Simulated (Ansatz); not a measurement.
Ansatz (a first-principles code) input (MP2/3-21G): The .json file is the Basis Set Exchange's 3-21G.

Ansatz 0.2 input:
```yaml
crystal:
  periodic: [false, false, false]
  atoms:
    - {symbol: Zn, position_ang: [-0.00000000, -0.00000000, -0.05266854]}
    - {symbol: H, position_ang: [0.00000000, 0.00000000, 1.58005619]}
basis:
  gaussian:
    orbitals: 3-21G.json
magnetization: {spin_polarized: true, initial_magnetization: 1}
correlation: {method: mp2, electrons: outside_noble_gas}
```

**Question.** What final total energy does it give?

**Answer.** -1769.84764 Eh.
